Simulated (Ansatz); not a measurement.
`C=[CH][InH][Cl]`, 8 atoms. Charge 0, multiplicity 1. Correlated methods include outer-core shells of In, which these sets cover unevenly. In: def2 effective core potential. Hardware: A = 2 threads of a server CPU on a shared host; B = 2 threads of an AMD EPYC 7R13 on a shared host and a share of an NVIDIA H100 80 GB. Correlated methods freeze the cores. Open-shell runs search over several starts.

(1) How many basis functions does each run have, and how long does it take in Ansatz? UKS PBE-D4/def2-TZVPP energy of the cation [A]; UKS PBE0-D4/def2-TZVPP energy of the cation [A]; UKS r2SCAN-D4/def2-TZVPP energy of the cation [A]; RKS PBE0-D4/def2-TZVP relaxation (10 steps) [A]; direct RPA on PBE orbitals/def2-TZVPP energy [A]; RKS BHLYP-D4/def2-TZVPP energy [A]; RKS ωB97M-V/def2-SVP energy [A]; RHF-CCSD(T)/def2-SVP energy [A]; RHF-CCSD(T)/def2-QZVPP energy [B]; RKS PBE0-D4/def2-QZVPP energy [B]; RKS PBE0-D4/def2-SVP energy [A]; RHF-CCSD(T)/def2-TZVPP energy [B]. (An estimate is asked.)

Results:

(1) Computed: Other jobs shared the machine, so times are rough.

| level | job | functions | wall time | peak host memory (GiB) |
| --- | --- | --- | --- | --- |
| RKS PBE0-D4/def2-SVP | energy [A] | 92 | 2.8 s | 0.21 |
| RKS BHLYP-D4/def2-TZVPP | energy [A] | 210 | 8.5 s | 0.54 |
| RHF-CCSD(T)/def2-SVP | energy [A] | 92 | 10 s | 0.38 |
| RHF-CCSD(T)/def2-TZVPP | energy [B] | 210 | 11 s | 0.8 |
| RKS ωB97M-V/def2-SVP | energy [A] | 92 | 11 s | 0.31 |
| direct RPA on PBE orbitals/def2-TZVPP | energy [A] | 210 | 13 s | 0.51 |
| RKS PBE0-D4/def2-QZVPP | energy [B] | 386 | 18 s | 0.9 |
| RHF-CCSD(T)/def2-QZVPP | energy [B] | 386 | 20 s | 0.92 |
| UKS PBE-D4/def2-TZVPP | energy of the cation [A] | 210 | 28 s | 0.65 |
| UKS r2SCAN-D4/def2-TZVPP | energy of the cation [A] | 210 | 55 s | 0.72 |
| UKS PBE0-D4/def2-TZVPP | energy of the cation [A] | 210 | 58 s | 1 |
| RKS PBE0-D4/def2-TZVP | relaxation (10 steps) [A] | 173 | 79 s | 0.46 |
